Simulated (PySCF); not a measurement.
3-methylidenepent-1-en-4-yne (C6H6), SMILES C=C(C=C)C#C.

Geometry: B3LYP-D3(BJ)/def2-SVP. One conformer was computed; it need not be the lowest.

Level of theory: B3LYP-D3(BJ)/def2-SVP run with PySCF.

Harmonic, unscaled wavenumbers; measured fundamentals usually lie a few per cent lower.

Computed harmonic wavenumbers and intensities:
```tsv
mode	ν (cm⁻¹)	IR (km/mol)	Raman (Å⁴/amu)	depolarisation	moving atoms (share of kinetic energy)
1	155	0.1	1.3	0.75	C 58 %, H 42 %
2	161	0.9	13.1	0.74	C 79 %, H 21 %
3	269	7.3	1.0	0.75	C 73 %, H 27 %
4	310	0.0	2.8	0.66	C 68 %, H 32 %
5	469	3.0	5.6	0.56	C 74 %, H 26 %
6	510	1.4	7.3	0.75	H 60 %, C 40 %
7	618	5.5	5.9	0.27	C 77 %, H 23 %
8	682	35.3	2.7	0.75	H 78 %, C 22 %
9	704	32.1	0.9	0.50	H 75 %, C 25 %
10	724	0.0	8.6	0.75	H 64 %, C 36 %
11	764	0.4	9.4	0.15	C 83 %, H 17 %
12	778	0.8	8.2	0.75	H 56 %, C 44 %
13	927	42.7	3.0	0.75	H 68 %, C 32 %
14	944	1.7	0.3	0.75	H 60 %, C 40 %
15	951	27.1	3.3	0.75	H 72 %, C 28 %
16	1025	12.0	1.6	0.75	H 87 %, C 13 %
17	1050	5.1	5.7	0.43	H 71 %, C 29 %
18	1308	0.5	35.5	0.36	H 80 %, C 20 %
19	1324	7.6	18.7	0.71	C 77 %, H 23 %
20	1401	7.6	12.5	0.54	H 78 %, C 22 %
21	1435	1.2	56.0	0.45	H 81 %, C 19 %
22	1647	15.4	43.3	0.16	C 85 %, H 15 %
23	1705	1.0	207.2	0.23	C 88 %, H 12 %
24	2215	0.0	242.9	0.28	C 91 %, H 9 %
25	3145	2.2	61.2	0.18	H 95 %
26	3152	0.8	61.1	0.12	H 95 %
27	3160	8.1	163.7	0.19	H 92 %, C 8 %
28	3247	4.1	81.5	0.60	H 89 %, C 11 %
29	3259	2.4	88.1	0.75	H 89 %, C 11 %
30	3471	74.3	34.8	0.23	H 86 %, C 14 %
```
